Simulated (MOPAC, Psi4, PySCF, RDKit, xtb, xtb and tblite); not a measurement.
Two geometries of SMILES BCCCl, relaxed at GFN2-xTB with one dihedral held; other torsions can differ between them too.

Structure A

```
10

B     -1.5245     0.1293    -0.1522
C     -0.1367    -0.0294     0.5655
C      1.0282     0.6813    -0.1025
Cl     2.5775     0.3082     0.7231
H     -1.5755     0.2706    -1.3108
H     -2.5077     0.0111     0.4660
H      0.0635    -1.1080     0.5613
H     -0.1672     0.2549     1.6192
H      0.9125     1.7633    -0.0542
H      1.1509     0.3706    -1.1393
```

Structure B

```
10

B      1.5207     0.1237    -0.1521
C      0.1232    -0.0719     0.5337
C     -1.0820     0.0142    -0.3858
Cl    -2.6107    -0.2272     0.5236
H      1.6111     0.3224    -1.2996
H      2.4800     0.0667     0.5111
H      0.1102    -1.0381     1.0485
H      0.0127     0.6650     1.3357
H     -1.1588     0.9939    -0.8558
H     -1.0581    -0.7596    -1.1520
```

Which is lower in energy at the level Psi4 with DF-MP2 (frozen core)/cc-pVTZ // GFN2-xTB, and by how much?

B is lower, by 1.78 kJ/mol (dihedral H5–B1–C2–C3: 30° in A, 0° in B).

E(B) − E(A) in kJ/mol at the other levels, on the same two geometries: GFN2-xTB (xtb and tblite) -2.09; PBE0/def2-TZVP // GFN2-xTB (Psi4) -2.00; PBE0-D3(BJ)/def2-TZVP // GFN2-xTB (Psi4) -2.00; PBE/def2-TZVP // GFN2-xTB (Psi4) -2.04; PBE-D3(BJ)/def2-TZVP // GFN2-xTB (Psi4) -2.05; HF/cc-pVTZ // GFN2-xTB (Psi4) -1.94; UFF // GFN2-xTB (RDKit) -4.92; PM6, restricted, heats of formation // GFN2-xTB (MOPAC) -2.69; AM1, restricted, heats of formation // GFN2-xTB (MOPAC) -1.85; GFN1-xTB // GFN2-xTB (xtb) -0.99; restricted B3LYP/6-31G*, spherical d // GFN2-xTB (PySCF) -1.82; restricted Hartree-Fock/3-21G // GFN2-xTB (PySCF) -2.54; restricted Hartree-Fock/STO-3G // GFN2-xTB (PySCF) -1.78; restricted Hartree-Fock/6-31G*, spherical d // GFN2-xTB (PySCF) -1.93.
